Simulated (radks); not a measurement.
Species: As II. Configuration: [Ar] 3d10 4s2 4p2 (the NIST ground configuration).

All-electron calculation, scalar-relativistic Kohn-Sham, PBE, spin-unpolarised, spherical densities, point nucleus; hard spherical wall at 7 bohr. Program: a radial shooting solver on a logarithmic mesh with Libxc functionals.

Energy parts (eV):
part                       energy
total                  -61510.498
kinetic                 62696.070
electron-nucleus      -147962.712
Hartree                 26024.233
exchange-correlation    -2268.089

Orbitals (lengths in bohr, moments of r in powers of bohr; r(max) is where P^2 peaks; r(90%) holds 90 % of the orbital's charge):
| orbital | occ. | eigenvalue (eV) | <r> | r(90%) | r(max) |
|---|---|---|---|---|---|
| 1s | 2 | -11729.34 | 0.04550 | 0.0813 | 0.02973 |
| 2s | 2 | -1496.491 | 0.2028 | 0.314 | 0.1701 |
| 2p | 6 | -1313.393 | 0.1772 | 0.289 | 0.1363 |
| 3s | 2 | -200.0054 | 0.5982 | 0.893 | 0.5217 |
| 3p | 6 | -143.3766 | 0.6171 | 0.946 | 0.5210 |
| 3d | 10 | -50.3268 | 0.6773 | 1.14 | 0.4769 |
| 4s | 2 | -23.3009 | 1.875 | 2.79 | 1.596 |
| 4p | 2 | -13.2779 | 2.298 | 3.49 | 1.902 |
| 5s | 0 | -3.4250 | 4.034 | 5.48 | 4.178 |
| 4d | 0 | -2.3320 | 3.533 | 5.09 | 3.304 |
| 5p | 0 | 0.0954 | 4.172 | 5.69 | 4.636 |

The highest occupied level is 4p at -13.278 eV. Summed over all electrons, <r^2> = 29.86 bohr^2, which gives a Langevin (diamagnetic) susceptibility term of -23.6 x 10^-6 cm^3/mol. The density falls to 0.001 e/bohr^3 at r = 3.95 bohr.
